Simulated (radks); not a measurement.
Results of a calculation; reference values are marked as such.
Valence configurations of V II (all share [Ar]). Level of theory: Dirac Kohn-Sham, PBE, spin-unpolarised, spherical densities, point nucleus; open shells fill j = l - 1/2 first (a radial shooting solver on a logarithmic mesh with Libxc functionals). Energies are relative to 3d4; eigenvalues in eV.

| valence | E (eV) | e(3d3/2) | e(4p1/2) | e(4p3/2) | e(4s1/2) |
|---|---|---|---|---|---|
| 3d3.5 4s0.5 | -0.003 | -10.668 | - | - | -10.151 |
| 3d4 | 0.000 | -8.993 | - | - | - |
| 3d3 4s1 | 0.555 | -12.651 | - | - | -10.895 |
| 3d3.5 4p0.5 | 1.912 | -11.243 | -6.670 | - | - |
| 3d2 4s2 | 3.822 | -17.440 | - | - | -12.507 |
| 3d3 4p1 | 4.620 | -13.803 | -7.496 | - | - |
| 3d2 4s1 4p1 | 8.364 | -18.582 | -8.573 | - | -13.153 |
| 3d2 4p2 | 12.980 | -19.676 | -9.098 | - | - |
| 3d1 4s1 4p2 | 20.879 | -25.317 | -10.164 | - | -15.317 |
| 3d1 4p3 | 26.157 | -26.373 | -10.633 | -10.542 | - |

NIST lists [Ar] 3d4 as the ground configuration; this level of theory puts 3d3.5 4s0.5 lower, by 0.003 eV. The energies are those of spherical spin-averaged densities, not of single terms.
